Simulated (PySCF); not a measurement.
## Boron: a sound run and one with changed settings

Sound run: B⁺ [He] 2s2, B²⁺ [He] 2s1. Calculation: PySCF 2.14, in aug-cc-pVDZ-DK; scalar relativity by spin-free X2C-1e. In the sound run the correlated levels freeze 1s2. The sound run starts from symmetry-adapted Hartree-Fock orbitals and uses a fine grid where one is needed.

Changed run: basis STO-3G, all-electron and non-relativistic. This setting is unsound on purpose.

```csv
species,method,sound run (hartree),changed run (hartree),converged
B⁺,UHF,-24.24184,-23.94847,yes
B⁺,PBE,-24.29567,-23.99710,yes
B⁺,BP86,-24.33289,-24.03519,yes
B⁺,MP2,-24.27450,-23.97788,yes
B⁺,CCSD(T),-24.30050,-24.00944,yes
B²⁺,UHF,-23.37829,-23.09922,yes
B²⁺,PBE,-23.38926,-23.10330,yes
B²⁺,BP86,-23.42353,-23.13766,yes
```

Ionisation energy of B⁺:

```csv
method,sound run (eV),changed run (eV)
UHF,23.499,23.109
PBE,24.665,24.322
BP86,24.745,24.423
MP2,24.387,23.909
SCS-MP2,24.565,24.070
CCSD,25.095,24.768
CCSD(T),25.095,24.768
CCSDT,25.095,24.768
FCI,25.095,24.768
```

A minimal basis cannot let orbitals breathe on ionisation and holds almost no correlation. The Hamiltonian changed with the basis, so the totals do not compare.

For comparison, NIST gives 25.155 eV between the lowest levels.
